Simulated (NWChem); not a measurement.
System: C2H4N2OSi; SMILES O[SiH]1N=CC=N1

NWChem input:

```
start job
memory heap 200 mb stack 900 mb global 1100 mb
geometry units angstroms noautosym nocenter noautoz
  O      0.000058    -2.076052     0.503618
  Si    -0.000241    -0.705878    -0.413028
  N     -1.349378     0.428676    -0.072026
  C     -0.766490     1.533850     0.196131
  C      0.766808     1.533669     0.195773
  N      1.349321     0.428365    -0.072696
  H      0.002739    -1.977630     1.466141
  H     -0.000891    -1.149031    -1.818475
  H     -1.321084     2.452957     0.419017
  H      1.321737     2.452629     0.418434
end
basis spherical
  * library def2-svp
end
dft
  xc m06-2x
  iterations 150
end
cosmo
  do_cosmo_smd true
  solvent acetone
end
task dft energy
```

Excerpt of the output:

```
             Northwest Computational Chemistry Package (NWChem) 7.3.0
             --------------------------------------------------------

                             Geometry "geometry" -> ""
                             -------------------------

 Output coordinates in angstroms (scale by  1.889725989 to convert to a.u.)

  No.       Tag          Charge          X              Y              Z
 ---- ---------------- ---------- -------------- -------------- --------------
    1 O                    8.0000     0.00005800    -2.07605200     0.50361800
    2 Si                  14.0000    -0.00024100    -0.70587800    -0.41302800
    3 N                    7.0000    -1.34937800     0.42867600    -0.07202600
    4 C                    6.0000    -0.76649000     1.53385000     0.19613100
    5 C                    6.0000     0.76680800     1.53366900     0.19577300
    6 N                    7.0000     1.34932100     0.42836500    -0.07269600
    7 H                    1.0000     0.00273900    -1.97763000     1.46614100
    8 H                    1.0000    -0.00089100    -1.14903100    -1.81847500
    9 H                    1.0000    -1.32108400     2.45295700     0.41901700
   10 H                    1.0000     1.32173700     2.45262900     0.41843400

 Effective nuclear repulsion energy (a.u.)     283.6195807423

                                 NWChem DFT Module
                                 -----------------

 Summary of "ao basis" -> "ao basis" (spherical)
 ------------------------------------------------------------------------------
       Tag                 Description            Shells   Functions and Types
 ---------------- ------------------------------  ------  ---------------------
 O                          def2-svp                 6       14   3s2p1d
 Si                         def2-svp                 8       18   4s3p1d
 N                          def2-svp                 6       14   3s2p1d
 C                          def2-svp                 6       14   3s2p1d
 H                          def2-svp                 3        5   2s1p

 in cosmo_initialize ...
 calling solv_data for solv:acetone

 solvent parameters
 solvname_short: acetone
 solvname_long:  acetone
 dielec:       20.4930
 dielecinf:     1.8463
 nonaqueous SMD model solvent descriptors
 dielec:       20.4930
 sola:          0.0400
 solb:          0.4900
 solc:          0.0000
 solg:         33.7700
 solh:          0.0000
 soln:          1.3588

          ---------------
          -cosmo- solvent
          ---------------
 Cosmo: York-Karplus, doi: 10.1021/jp992097l
 dielectric constant -eps-     =  20.49
 screen = (eps-1)/(eps    )    =   0.95120
 surface charge correction     = lagrangian

   van der Waals surface
 --------------------------

 ---------- ATOMIC COORDINATES (A.U.) ------------ VDWR(ANG.) --
     1    0.00010960   -3.92316942    0.95170002     2.222
     2   -0.00045542   -1.33391600   -0.78050975     2.470
     3   -2.54995468    0.81008018   -0.13610940     1.890
     4   -1.44845607    2.89855621    0.37063385     1.850
     5    1.44905701    2.89821417    0.36995733     1.850
     6    2.54984696    0.80949247   -0.13737552     1.890
     7    0.00517596   -3.73717881    2.77060475     1.200
     8   -0.00168375   -2.17135374   -3.43641947     1.200
     9   -2.49648677    4.63541659    0.79182731     1.200
    10    2.49772076    4.63479676    0.79072560     1.200
 number of segments per atom =        128
 number of   points per atom =        128
 atom (   nspa,  nppa )
 ----------------------
    1 (     82,     0 )       0
    2 (     56,     0 )       0
    3 (     51,     0 )       0
    4 (     43,     0 )       0
    5 (     43,     0 )       0
    6 (     51,     0 )       0
    7 (     10,     0 )       0
    8 (     30,     0 )       0
    9 (     57,     0 )       0
   10 (     57,     0 )       0
 number of -cosmo- surface points =      480
 molecular surface =    135.176 angstrom**2
 molecular volume  =    122.702 angstrom**3
 -lineq- algorithm             =   0
 -bem- low  level              =   3
 -bem- from -octahedral-
 gaussian surface charge width =   4.50000
 degree of switching           =   1.00000
 switching function tolerance  =   0.00010
 atomic radii =
 --------------
    1  8.000  2.222
    2 14.000  2.470
    3  7.000  1.890
    4  6.000  1.850
    5  6.000  1.850
    6  7.000  1.890
    7  1.000  1.200
    8  1.000  1.200
    9  1.000  1.200
   10  1.000  1.200
 ...... end of -cosmo- initialization ......

 nat:                    10
 ixmem:                  5529
 calling mnsol_interface()
 G(SMD-CDS) energy (kcal/mol)  =     0.106
 SMD-CDS SASA (angstrom**2)    =   144.406

            General Information
            -------------------
          SCF calculation type: DFT
          Wavefunction type:  closed shell.
          No. of atoms     :    10
          No. of electrons :    52
           Alpha electrons :    26
            Beta electrons :    26
          Charge           :     0
          Spin multiplicity:     1
          Use of symmetry is: off; symmetry adaption is: off
          Maximum number of iterations: 150
          AO basis - number of functions:   108
                     number of shells:    50
          Convergence on energy requested:  1.00D-06
          Convergence on density requested:  1.00D-05
          Convergence on gradient requested:  5.00D-04

              XC Information
              --------------
                       M06-2X Method XC Functional
                     Hartree-Fock (Exact) Exchange  0.540
                        M06-2X Exchange Functional  1.000
                      M06-2X Correlation Potential  1.000

             Grid Information
             ----------------
          Grid used for XC integration:  medium
          Radial quadrature: Mura-Knowles
          Angular quadrature: Lebedev.
          Tag              B.-S. Rad. Rad. Pts. Rad. Cut. Ang. Pts.
          ---              ---------- --------- --------- ---------
          O                   0.60       49          12.0       434
          Si                  1.10       88          10.0       590
          N                   0.65       49          10.0       434
          C                   0.70       49          10.0       434
          H                   0.35       45          12.0       434
          Grid pruning is: on
          Number of quadrature shells:   513
          Spatial weights used:  Erf1

      Superposition of Atomic Density Guess
      -------------------------------------

 Sum of atomic energies:        -549.16479848

      Non-variational initial energy
      ------------------------------

 Total energy =    -552.101448
 1-e energy   =   -1317.708111
 2-e energy   =     481.987082
 HOMO         =      -0.291773
 LUMO         =      -0.106497

   convergence    iter        energy       DeltaE   RMS-Dens  Diis-err
 ---------------- ----- ----------------- --------- --------- ---------
     COSMO gas phase
 d= 0,ls=0.0,diis     1   -552.3248938202 -8.36D+02  1.35D-02  1.04D+00
 d= 0,ls=0.0,diis     2   -552.2522071584  7.27D-02  7.90D-03  1.95D+00
 d= 0,ls=0.0,diis     3   -552.4580150959 -2.06D-01  1.31D-03  2.20D-02
 d= 0,ls=0.0,diis     4   -552.4599630277 -1.95D-03  6.15D-04  9.96D-03
 d= 0,ls=0.0,diis     5   -552.4606363319 -6.73D-04  2.05D-04  3.40D-04
  Resetting Diis
 d= 0,ls=0.0,diis     6   -552.4606789062 -4.26D-05  7.06D-05  2.18D-05
 d= 0,ls=0.0,diis     7   -552.4606824055 -3.50D-06  2.39D-05  1.68D-06
 d= 0,ls=0.0,diis     8   -552.4606824650 -5.95D-08  9.15D-06  1.76D-06

   convergence    iter        energy       DeltaE   RMS-Dens  Diis-err
 ---------------- ----- ----------------- --------- --------- ---------
     COSMO solvation phase
 d= 0,ls=0.0,diis     1   -552.4726796871 -1.20D-02  1.81D-03  5.93D-03
 d= 0,ls=0.0,diis     2   -552.4739553230 -1.28D-03  4.35D-04  4.59D-03
 d= 0,ls=0.0,diis     3   -552.4744051597 -4.50D-04  2.21D-04  4.86D-04
 d= 0,ls=0.0,diis     4   -552.4744771011 -7.19D-05  5.41D-05  2.19D-05
 d= 0,ls=0.0,diis     5   -552.4744798359 -2.73D-06  1.65D-05  5.28D-06
 d= 0,ls=0.0,diis     6   -552.4744803883 -5.52D-07  6.20D-06  3.43D-07

         Total DFT energy =     -552.474480388322
      One electron energy =    -1321.618388318768
           Coulomb energy =      541.133882122579
    Exchange-Corr. energy =      -55.575995463964
 Nuclear repulsion energy =      283.619580742306

             COSMO energy =       -0.033559470475

 Numeric. integr. density =       52.000006403097

                                COSMO-SMD solvation results
                                ---------------------------

             internal energy in gas <Psi(g)|H|Psi(g)> =      -552.460682465028
         internal energy in solvent <Psi(s)|H|Psi(s)> =      -552.458448449820
                               delta internal energy  =         0.002234015208 (    1.40 kcal/mol)
   total free energy in solvent <Psi(s)|H+V/2|Psi(s)> =      -552.474650093021
 polarization energy contribution <Psi(s)|V/2|Psi(s)> =        -0.016201643202 (  -10.17 kcal/mol)
    total free energy in solvent including G(SMD-CDS) =      -552.474480388322
                       G(SMD-CDS) energy contribution =         0.000169704699 (    0.11 kcal/mol)
     1 M fixed-concentration free energy of solvation =        -0.013797923294 (   -8.66 kcal/mol)

                       DFT Final Molecular Orbital Analysis
                       ------------------------------------

 Vector   24  Occ=2.000000D+00  E=-3.744926D-01
              MO Center= -2.8D-05,  6.6D-01,  4.2D-02, r^2= 2.7D+00
   Bfn.  Coefficient  Atom+Function         Bfn.  Coefficient  Atom+Function
  ----- ------------  ---------------      ----- ------------  ---------------
    38      0.324690   3 N  pz               80     -0.324668   6 N  pz
    41     -0.241395   3 N  pz               83      0.241382   6 N  pz
    52     -0.235585   4 C  pz               66      0.235572   5 C  pz
    55     -0.162350   4 C  pz               69      0.162335   5 C  pz
     4     -0.111793   1 O  px               37     -0.093935   3 N  py

 Vector   25  Occ=2.000000D+00  E=-3.446998D-01
              MO Center=  9.1D-04,  5.1D-01, -3.8D-02, r^2= 3.2D+00
   Bfn.  Coefficient  Atom+Function         Bfn.  Coefficient  Atom+Function
  ----- ------------  ---------------      ----- ------------  ---------------
    36      0.382465   3 N  px               78      0.382736   6 N  px
    39     -0.298744   3 N  px               81     -0.298944   6 N  px
    22      0.153076   2 Si px               53     -0.130595   4 C  px
    67     -0.130482   5 C  px               48     -0.111153   4 C  s
    62      0.111108   5 C  s                37     -0.108718   3 N  py

 Vector   26  Occ=2.000000D+00  E=-3.304920D-01
              MO Center= -7.5D-04,  7.3D-01, -1.1D-02, r^2= 3.5D+00
   Bfn.  Coefficient  Atom+Function         Bfn.  Coefficient  Atom+Function
  ----- ------------  ---------------      ----- ------------  ---------------
    36      0.298053   3 N  px               78     -0.297777   6 N  px
    39     -0.246985   3 N  px               81      0.246767   6 N  px
    50      0.244103   4 C  px               64     -0.244170   5 C  px
    17     -0.241047   2 Si s                23     -0.180386   2 Si py
    99     -0.180641   9 H  s               104     -0.180563  10 H  s

 Vector   27  Occ=0.000000D+00  E=-4.660250D-02
              MO Center=  9.4D-05,  8.2D-01,  2.8D-02, r^2= 3.1D+00
   Bfn.  Coefficient  Atom+Function         Bfn.  Coefficient  Atom+Function
  ----- ------------  ---------------      ----- ------------  ---------------
    27      0.327944   2 Si pz               55     -0.315137   4 C  pz
    69     -0.315182   5 C  pz               41      0.298154   3 N  pz
    83      0.298159   6 N  pz               52     -0.281400   4 C  pz
    66     -0.281437   5 C  pz               38     -0.269550   3 N  pz
    80     -0.269540   6 N  pz               95      0.258455   8 H  s

 Vector   28  Occ=0.000000D+00  E= 8.650541D-02
              MO Center= -1.5D-03,  9.2D-01, -2.1D-02, r^2= 3.4D+00
   Bfn.  Coefficient  Atom+Function         Bfn.  Coefficient  Atom+Function
  ----- ------------  ---------------      ----- ------------  ---------------
    55      0.562151   4 C  pz               69     -0.561836   5 C  pz
    25     -0.480672   2 Si px               52      0.359043   4 C  pz
    66     -0.358979   5 C  pz               41     -0.320618   3 N  pz
    83      0.319902   6 N  pz               35     -0.239160   3 N  s
    77      0.238623   6 N  s                38      0.196549   3 N  pz

 Vector   29  Occ=0.000000D+00  E= 9.433023D-02
              MO Center=  2.9D-03, -1.5D+00,  8.5D-01, r^2= 4.3D+00
   Bfn.  Coefficient  Atom+Function         Bfn.  Coefficient  Atom+Function
  ----- ------------  ---------------      ----- ------------  ---------------
     3      0.975635   1 O  s                90     -0.932192   7 H  s
    18     -0.665361   2 Si s                26      0.559294   2 Si py
    95      0.487342   8 H  s                49     -0.276856   4 C  s
    63     -0.277728   5 C  s                35      0.202223   3 N  s
    77      0.202808   6 N  s                 9      0.192267   1 O  pz

     Multipole analysis of the density
     ---------------------------------

     L   x y z        total         alpha         beta         nuclear
     -   - - -        -----         -----         ----         -------
     0   0 0 0     -0.000000    -26.000000    -26.000000     52.000000

     1   1 0 0      0.002194      0.000058      0.000058      0.002079
     1   0 1 0      1.012686      0.796777      0.796777     -0.580868
     1   0 0 1      0.751947      0.309796      0.309796      0.132355

     2   2 0 0    -37.371549    -83.028651    -83.028651    128.685754
     2   1 1 0     -0.005824      0.002125      0.002125     -0.010074
     2   1 0 1      0.008632      0.005755      0.005755     -0.002879
     2   0 2 0    -26.847360   -173.262990   -173.262990    319.678620
     2   0 1 1     -0.733115     -0.605578     -0.605578      0.478041
     2   0 0 2    -27.502971    -32.961125    -32.961125     38.419279
```

Level: M06-2X/def2-SVP, SMD on the gas-phase geometry. Coordinates come from a B3LYP/6-31G* (spherical d) optimisation. Solvent: acetone.
